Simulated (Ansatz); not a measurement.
Ideal-gas functions of CH₅SSb (`C[S][SbH2]`) at 400 K and 1 bar, from an Ansatz frequency run at PBE0-D4/def2-TZVP.

Molar mass 170.88 g/mol, point group Cs (symmetry number 1), electronic degeneracy 1, moments of inertia 37.447, 242.93, 271.198 u Å². Harmonic wavenumbers (cm⁻¹, unscaled): 36, 131, 174, 358, 591, 611, 729, 850, 970, 980, 1349, 1465, 1473, 1955, 1957, 3060, 3151, 3153.

Use S(trans) = R[1.5 ln M + 2.5 ln T − 1.1517]; rotational temperatures θ = 24.2544 K / I; S(rot) = R[ln(√π/σ · √(T³/θAθBθC)) + 1.5]; for each mode x = 1.438777 ν̃/T, S = R[x/(eˣ − 1) − ln(1 − e⁻ˣ)] and H = RT x/(eˣ − 1); 1 cm⁻¹ = 0.0119627 kJ/mol; R = 8.31446 J/(mol·K).

Problem. By hand: the entropy, in J/(mol·K).

Solution. Translation 179.1. Rotation: θ = 0.6477, 0.0998, 0.0894 K, giving 113.4. Vibration, mode by mode: 25.32, 14.65, 12.35, 6.76, 3.45, 3.26, 2.33, 1.65, 1.17, 1.14, 0.38, 0.27, 0.26, 0.06, 0.06, 0.00, 0.00, 0.00, in all 73.1. Electronic 0.0. Sum 365.6 J/(mol·K).

Problem. By hand: H − E and G − E in kJ/mol, counted from the electronic energy.

Solution. Zero-point energy ½ × 22993 × 0.0119627 = 137.5; thermal vibration 13.9; translation, rotation and pV give 4 RT = 13.3. H − E = 164.7 kJ/mol, and G − E = 164.7 − 400 × 365.6/1000 = 18.5 kJ/mol.

Vibration gives 20 % of the entropy, 40.0 J/(mol·K) of it from the modes under 150 cm⁻¹: soft modes count most, and the harmonic formula is weakest for them.
